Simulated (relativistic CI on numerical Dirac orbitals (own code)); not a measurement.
# Re66+: sensitivity of the levels to the model

Base calculation: Dirac-Coulomb-Breit CI, separate exchange-only KLI orbitals for each configuration, QED by a radiative potential, unscaled Slater integrals.

Configuration list (outside the closed core 1s2): 2s2 2p5, 2s 2p6, 2p6 3s, 2s2 2p4 3s, 2p6 3p, 2p6 3d, 2s2 2p4 3p, 2s2 2p4 3d, 2s 2p5 3s, 2s 2p5 3p, 2s 2p5 3d, 2s2 2p4 4s, 2s2 2p4 4p, 2s2 2p4 4d, 2s2 2p4 4f, 2s2 2p3 3s2, 2s2 2p3 3s 3p, 2s 2p5 4s, 2s2 2p4 5s, 2s 2p5 4p, 2s2 2p4 5p, 2s2 2p3 3s 3d, 2s2 2p3 3p2, 2s2 2p4 5d, 2s 2p5 4d, 2s2 2p4 5f, 2s2 2p4 5g, 2s 2p5 4f, 2s2 2p3 3p 3d, 2s 2p4 3s2, 2s2 2p3 3d2, 2s 2p4 3s 3p, 2s 2p4 3s 3d, 2s 2p4 3p2, 2s 2p5 5s, 2s 2p4 3p 3d. Levels of other configurations are missing.

The lowest level and the first level of each name with at least 55 % of one term (blank where a level has no safe partner in the second run):

```csv
Level,Base (eV),Shift (eV)
2s2 2p5 2P°_3/2,0.0,0.0
2s2 2p5 2P°_1/2,1479.1,+16.7
2s 2p6 2S_1/2,1969.2,-1.5
2s2 2p4 3s 4P_5/2,8687.8,+19.2
2s2 2p4 3s 2P_3/2,8699.1,+18.5
2s2 2p4 3s 2S_1/2,8754.6,+9.8
2s2 2p4 3p 2P°_1/2,8890.7,+4.8
2s2 2p4 3p 4D°_7/2,9242.9,+20.2
2s2 2p4 3d 2D_3/2,9457.7,+11.4
2s2 2p4 3d 4F_9/2,9489.8,+24.5
2s2 2p4 3d 2P_1/2,9504.4,+21.8
2s2 2p4 3s 4P_3/2,10174.4,+31.8
2s2 2p4 3s 2P_1/2,10184.3,+31.8
2s2 2p4 3s 2D_5/2,10194.7,+40.6
2s2 2p4 3s 2D_3/2,10201.2,+39.3
2s 2p5 3s 4P°_5/2,10592.1,+20.2
2s 2p5 3s 2P°_3/2,10620.8,+18.9
2s 2p5 3s 2P°_1/2,10684.4,+18.1
2s2 2p4 3p 4D°_5/2,10730.2,+32.0
2s2 2p4 3p 2F°_7/2,10746.2,+41.9
2s 2p5 3p 2D_3/2,10826.3,+12.7
2s2 2p4 3d 4D_1/2,10871.7,+31.3
```

At this charge energies of transitions that change n are usually good to better than 1 %, and those within a shell (Δn = 0) to a few per cent.

Question: One thing was changed in a second run, which moved the levels as shown. Which?
A. configuration mixing switched off
B. QED terms removed
C. one mean potential for all configurations
D. Breit term removed
E. valence Slater integrals scaled by 0.9

Answer: D. Breit term removed. The Breit term mainly narrows fine-structure intervals, so removing it widens them.

LS names give the leading component of a level, which can be under half, so a name can repeat, a term be missing and a line seem to break the LS rules.
